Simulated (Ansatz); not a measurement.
Start from `[NH2][Y]([F])[Cl]` and change one atom or group to get `[OH][Y]([F])[Cl]`.

Ansatz, PBE0-D4/def2-TZVP geometries, multiplicity 1. Each molecule was computed in one conformer, which needn't be the lowest.

Elements past krypton have def2 core potentials.

| property | `[NH2][Y]([F])[Cl]` |
| --- | --- |
| LUMO energy (B3LYP/def2-TZVPP) / eV | -2.42 |
| HOMO–LUMO gap (PBE/def2-TZVPP) / eV | 3.31 |
| size of the dipole moment (B3LYP/def2-TZVPP) / D | 2.56 |
| zero-point energy (PBE0-D4/def2-TZVP) / kJ/mol | 70.8 |
| ideal-gas entropy at 298 K and 1 bar (rigid rotor, harmonic PBE0-D4/def2-TZVP) / J/(mol·K) | 355 |
| size of the dipole moment (ωB97M-V/def2-TZVPP) / D | 2.49 |

Question: What does the change do to each property? (An estimate is asked.)

Answer: Ansatz gave: 
| property | `[OH][Y]([F])[Cl]` | shift |
| --- | --- | --- |
| LUMO energy (B3LYP/def2-TZVPP) / eV | -2.55 | -0.13 |
| HOMO–LUMO gap (PBE/def2-TZVPP) / eV | 4.25 | 0.94 |
| size of the dipole moment (B3LYP/def2-TZVPP) / D | 2.87 | 0.31 |
| zero-point energy (PBE0-D4/def2-TZVP) / kJ/mol | 39.4 | -31.4 |
| ideal-gas entropy at 298 K and 1 bar (rigid rotor, harmonic PBE0-D4/def2-TZVP) / J/(mol·K) | 353 | -2 |
| size of the dipole moment (ωB97M-V/def2-TZVPP) / D | 2.88 | 0.39 |

With PBE0 the HOMO falls by 1.17 eV and the LUMO falls by 0.12 eV, so the gap widens by about 1.05 eV. PBE moves the HOMO by -1.07 eV and ωB97M-V by -1.12 eV. The zero-point energy changes by -31.4 kJ/mol with -3 modes. Dipoles are sizes alone; their direction can turn. Modes under 60 cm⁻¹, often nearly free rotors, make the harmonic entropy too high.

B3LYP here is the variant with VWN-RPA as its local correlation; programs differ in this.
